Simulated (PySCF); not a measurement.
## Electronic absorption of C5H6N2O2

C5H6N2O2.
SMILES with atom numbers: `[CH3:1][n:2]1[n:3][c:4]([OH:5])[cH:6][cH:7][c:8]1=[O:9]` (hydrogens: H10, H11, H12 on C1; H13 on O5; H14 on C6; H15 on C7)

Theory: PySCF 2.14.0, density-fitted response routines, TDDFT B3LYP/def2-SVPD, vertical, gas phase, core orbitals frozen in the response. The structure is a single GFN2-xTB conformer in the gas phase; no vibrational or solvent corrections. Torsions of this conformer, `[CH3:1][n:2]1[n:3][c:4]([OH:5])[cH:6][cH:7][c:8]1=[O:9]`: H–O5–C4–N3 0°.

```json
{"state": "S1", "E (eV)": "3.90", "λ (nm)": "318.3", "f": "0.066", "main configurations (H = HOMO, L = LUMO)": "H→L (97%)"}
{"state": "S2", "E (eV)": "3.98", "λ (nm)": "311.8", "f": "0.0005", "main configurations (H = HOMO, L = LUMO)": "H-1→L (99%)"}
{"state": "S3", "E (eV)": "5.61", "λ (nm)": "221.2", "f": "0.0019", "main configurations (H = HOMO, L = LUMO)": "H-1→L+1 (71%), H-3→L (23%)"}
{"state": "S4", "E (eV)": "5.67", "λ (nm)": "218.7", "f": "0.031", "main configurations (H = HOMO, L = LUMO)": "H→L+1 (66%), H-2→L (30%)"}
{"state": "S5", "E (eV)": "5.70", "λ (nm)": "217.4", "f": "0.0000", "main configurations (H = HOMO, L = LUMO)": "H→L+2 (93%)"}
{"state": "S6", "E (eV)": "5.87", "λ (nm)": "211.2", "f": "0.0013", "main configurations (H = HOMO, L = LUMO)": "H-3→L (76%), H-1→L+1 (21%)"}
{"state": "S7", "E (eV)": "6.18", "λ (nm)": "200.5", "f": "0.0043", "main configurations (H = HOMO, L = LUMO)": "H→L+3 (98%)"}
{"state": "S8", "E (eV)": "6.48", "λ (nm)": "191.3", "f": "0.334", "main configurations (H = HOMO, L = LUMO)": "H-2→L (48%), H→L+1 (25%), H-4→L (16%)"}
```

Triplets (Tamm–Dancoff): T1 2.60 eV, H→L (97%); T2 3.73 eV, H-1→L (96%); T3 4.35 eV, H→L+1 (84%).

The lowest singlet comes at 318 nm (376 kJ/mol) in the ultraviolet; it is of moderate strength; its leading configuration is HOMO→LUMO (97%). The most intense listed level is S8 at 6.48 eV (191 nm, f = 0.334), 2.58 eV above S1. It is the last of those listed, so stronger ones may follow. Löwdin shares by element: HOMO nitrogen 35%, oxygen 35% (atoms not listed hold the other 30%); LUMO carbon 46% or more, nitrogen 28% (atoms not listed hold the other 27%). The oscillator strengths of these states sum to 0.440; summed over the whole spectrum of an exact calculation they would give the number of electrons, 66 (Thomas–Reiche–Kuhn). The listed states span 2.58 eV, and the widest gap between neighbours is 1.63 eV (S2 to S3). Of the 8 states listed, 3 reach f = 0.01 and 1 stays under 0.0005. No computed singlet lies in the visible range (380 to 750 nm); the lowest, at 318 nm, stands 0.63 eV above its violet end (3.26 eV); a Tamm–Dancoff triplet lies at 476 nm, without intensity as long as spin–orbit coupling is left out. Singlets were solved by full linear response, triplets in the Tamm–Dancoff approximation.
